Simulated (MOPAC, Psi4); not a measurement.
Interaction energy of COS ··· H4N+ (SMILES O=C=S and [NH4+]) (charge +1). Monomers: optimised at B3LYP-D3(BJ) (def2-TZVP), held rigid. Orientation: a random orientation, not optimised. The monomers approach along the line of their centres of mass (distance R); nothing else relaxes.

Geometry at R = 4.08 Å (first 3 atoms: monomer A):
```
8

O     -1.2904    -0.0427     0.0000
C     -0.1355    -0.0045     0.0000
S      1.4258     0.0472     0.0000
N      1.5241    -0.6441    -3.8604
H      2.0733    -0.4341    -3.0207
H      0.5471    -0.8085    -3.5973
H      1.9012    -1.4820    -4.3147
H      1.5746     0.1483    -4.5087
```

Methods: PBE/def2-TZVP, counterpoise-corrected (Psi4); PM6, restricted, heats of formation (MOPAC); SAPT0/jun-cc-pVDZ, frozen core (Psi4).

Interaction energies in kJ/mol:

```json
[
 {"R / Å": "3.45", "PBE/def2-TZVP": "-15.00", "PM6": "-10.64"},
 {"R / Å": "3.69", "PBE/def2-TZVP": "-15.41", "PM6": "-10.20"},
 {"R / Å": "3.87", "PBE/def2-TZVP": "-14.14", "PM6": "-9.06"},
 {"R / Å": "4.08", "PBE/def2-TZVP": "-12.08", "PM6": "-7.66"},
 {"R / Å": "4.25", "PBE/def2-TZVP": "-10.32", "PM6": "-6.65"},
 {"R / Å": "4.47", "PBE/def2-TZVP": "-8.19", "PM6": "-5.54"},
 {"R / Å": "4.80", "PBE/def2-TZVP": "-5.54", "PM6": "-4.22"},
 {"R / Å": "5.06", "PBE/def2-TZVP": "-3.96", "PM6": "-3.40"},
 {"R / Å": "5.58", "PBE/def2-TZVP": "-1.89", "PM6": "-2.23"},
 {"R / Å": "6.27", "PBE/def2-TZVP": "-0.59", "PM6": "-1.30"},
 {"R / Å": "7.31", "PBE/def2-TZVP": "0.05", "PM6": "-0.58"},
 {"R / Å": "8.57", "PBE/def2-TZVP": "0.26", "PM6": "-0.19"}
]
```

Question: Predict the corresponding SAPT0/jun-cc-pVDZ column.

Answer: 3.45: -4.80; 3.69: -8.06; 3.87: -8.32; 4.08: -7.55; 4.25: -6.60; 4.47: -5.30; 4.80: -3.59; 5.06: -2.55; 5.58: -1.16; 6.27: -0.25; 7.31: 0.26; 8.57: 0.40 (kJ/mol).
